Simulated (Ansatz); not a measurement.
A structure relaxed at r2SCAN-D4/def2-SVP in Ansatz, charge 0, singlet:

Cartesian coordinates in Å:
```
C 1.504 -2.696 3.565
C 2.261 -2.368 2.435
C 1.766 -1.465 1.494
C 0.502 -0.868 1.664
C -0.028 0.109 0.678
C 0.028 -0.110 -0.678
C 0.367 -1.437 -1.255
C -0.227 -2.618 -0.770
C 0.085 -3.857 -1.331
C 0.999 -3.942 -2.388
C 1.585 -2.776 -2.889
C 1.264 -1.534 -2.337
C -0.246 0.964 -1.669
C 0.322 2.245 -1.534
C 0.072 3.240 -2.479
C -0.752 2.977 -3.579
C -1.312 1.705 -3.733
C -1.052 0.705 -2.794
C -0.623 1.341 1.260
C 0.026 2.016 2.312
C -0.526 3.171 2.869
C -1.750 3.662 2.402
C -2.418 2.985 1.376
C -1.861 1.838 0.810
C -0.238 -1.187 2.819
C 0.253 -2.100 3.754
H 1.893 -3.406 4.302
H 3.248 -2.817 2.287
H 2.361 -1.211 0.612
H -0.942 -2.555 0.055
H -0.391 -4.762 -0.943
H 1.245 -4.914 -2.826
H 2.296 -2.832 -3.719
H 1.719 -0.623 -2.736
H 0.967 2.453 -0.676
H 0.528 4.228 -2.359
H -0.949 3.759 -4.319
H -1.953 1.488 -4.593
H -1.486 -0.292 -2.922
H 0.981 1.631 2.685
H 0.001 3.690 3.675
H -2.187 4.562 2.844
H -3.384 3.352 1.015
H -2.387 1.311 0.008
H -1.215 -0.717 2.974
H -0.344 -2.346 4.638
```

(1) Give its formula, name or SMILES and point group.

(2) Summarise the bond lengths by kind (pairs closer than 1.2 times the sum of covalent radii, bridged metal pairs left out).

## Answers

(1) tetraphenylethylene, `c1ccc(C(=C(c2ccccc2)c2ccccc2)c2ccccc2)cc1`. Point group D2 (tolerance 0.1 Å).

(2) 29 × C–C 1.37 to 1.49 Å; 20 × C–H 1.09 Å.

Single mean-field runs in def2-SVP are fitted with def2-universal-jkfit.
